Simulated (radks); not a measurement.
Charge is removed step by step from the 3p3/2 level of Ce34+, starting from [Ne] 3s2 3p(1/2: 2, 3/2: 4) 3d6. All-electron calculation, Dirac Kohn-Sham, PBEsol, spin-unpolarised, spherical densities, finite nucleus; open shells fill j = l - 1/2 first; Fermi nuclear charge, rms radius 4.8771 fm. Program: a radial shooting solver on a logarithmic mesh with Libxc functionals.

removed (e)	E - E(0) (eV)	eigenvalue (eV)	E minus straight line (eV)
0	0.000	-2486.5	0.000
0.125	311.49	-2497.2	-4.695
0.25	624.31	-2508.0	-8.051
0.375	938.48	-2518.7	-10.068
0.5	1254.0	-2529.4	-10.743
0.625	1570.8	-2540.2	-10.076
0.75	1889.0	-2550.9	-8.064
0.875	2208.6	-2561.7	-4.706
1	2529.5	-2572.5	0.000

Removing the whole electron costs 2529.5 eV by Delta-SCF, against 2486.5 eV from minus the eigenvalue at the starting occupation. Slater's transition state (half an electron removed) gives 2529.4 eV. Integrating minus the eigenvalue over the occupation (Janak's theorem) gives 2529.5 eV. The mean slope of the eigenvalue, de/dn, is 85.9 eV per electron.
